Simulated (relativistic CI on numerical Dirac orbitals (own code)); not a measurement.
# Spin-allowed bands of a d8 ion in a tetrahedral site, by hand

Problem. Take Δ = 5100 cm⁻¹ and B = 850 cm⁻¹ for a d8 ion in a tetrahedral site. Calculate the three spin-allowed bands.

Working.
1. The terms of highest spin are 3F (energy 0) and 3P (15B = 12750 cm⁻¹). Here the F term splits into A2 at +1.2Δ = 6120, T2 at +0.2Δ = 1020 and T1 at −0.6Δ = -3060 cm⁻¹.
2. The two T1 states mix through the element 0.4Δ: H = [[-3060, 2040], [2040, 12750]], with roots ½(H₁₁ + H₂₂) ∓ ½√[(H₂₂ − H₁₁)² + 4H₁₂²] = ½(9690) ∓ ½(16328) = -3319 and 13009 cm⁻¹.
3. The ground term is 3T1 at -3319 cm⁻¹.
4. Bands: 3T2 4339 cm⁻¹ (2305 nm), 3A2 9439 cm⁻¹ (1059 nm), 3T1(P) 16328 cm⁻¹ (612 nm).

Check. Exact diagonalisation of the whole d8 shell with these parameters gives 3T2 4339, 3A2 9439, 3T1 16328 cm⁻¹. The match is exact, since without spin-orbit coupling no other term has this spin. The ratio of the second band to the first, 2.175, depends on Δ/B = 6.0 alone, which is how a Tanabe-Sugano diagram is read.
